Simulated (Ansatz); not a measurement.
Calculation: frozen-core CCSD(T)/cc-pVTZ // CAM-B3LYP-D3(BJ)/def2-TZVP (Ansatz, a first-principles code).

Ansatz 0.2 input:
```yaml
crystal:
  periodic: [false, false, false]
  atoms:
    - { symbol: N, position_ang: [1.784518, -0.504531, -1.048449] }
    - { symbol: Si, position_ang: [0.331225, -0.054865, -0.675598] }
    - { symbol: C, position_ang: [-1.376683, 0.135561, -0.878183] }
    - { symbol: N, position_ang: [-0.94894, 0.655673, 0.245032] }
    - { symbol: H, position_ang: [2.61454, -0.357654, -0.497243] }
    - { symbol: H, position_ang: [-2.404661, 0.125813, -1.235833] }
basis:
  gaussian: { orbitals: cc-pVTZ }
correlation:
  method: ccsd_t
```

Output:

```
Functional definition: HF
899 factors; integrals over basis functions are off by at most 1.0e-3 eV
mean field evaluation 1: about -11881.9721 eV, gradient 4.4e1 eV
mean field evaluation 2: about -11882.2622 eV, gradient 4.5e1 eV
mean field evaluation 4: about -11886.5379 eV, gradient 3.8e0 eV
mean field evaluation 8: about -11886.6143 eV, gradient 5.1e-1 eV
mean field evaluation 16: about -11886.6161 eV, gradient 1.4e-6 eV
mean field -11886.61613394 eV, -436.8250858846 hartree, gradient 1.4e-6 eV, S^2 0.000000; 0 other end points of the search recorded, 0 dependent functions left out
8 core orbitals not correlated
reference -11886.61613394 eV, -436.8250858846 hartree; 10, 10 occupied and 134, 134 virtual orbitals, 899 factors
second order -17.88888529 eV of doubles, -0.00000000 eV of singles
cycle   1  -17.55645631 eV  change    3.3e-1 eV  update   1.1e-1
cycle   2  -18.08091762 eV  change   -5.2e-1 eV  update   3.8e-2
cycle   3  -18.22118067 eV  change   -1.4e-1 eV  update   2.1e-2
cycle   4  -18.20802487 eV  change    1.3e-2 eV  update   6.0e-3
cycle   5  -18.20683364 eV  change    1.2e-3 eV  update   3.1e-3
cycle   6  -18.20828672 eV  change   -1.5e-3 eV  update   1.0e-3
cycle   7  -18.20793608 eV  change    3.5e-4 eV  update   5.1e-4
cycle   8  -18.20779413 eV  change    1.4e-4 eV  update   2.2e-4
cycle   9  -18.20788807 eV  change   -9.4e-5 eV  update   1.1e-4
cycle  10  -18.20786475 eV  change    2.3e-5 eV  update   4.9e-5
cycle  11  -18.20785701 eV  change    7.7e-6 eV  update   1.9e-5
perturbative correction -0.97670050 eV, -0.0358930815 hartree
Total energy: -11905.80069145 eV, -437.5301053694 hartree
```

Cost: around 22 core-seconds (rough).
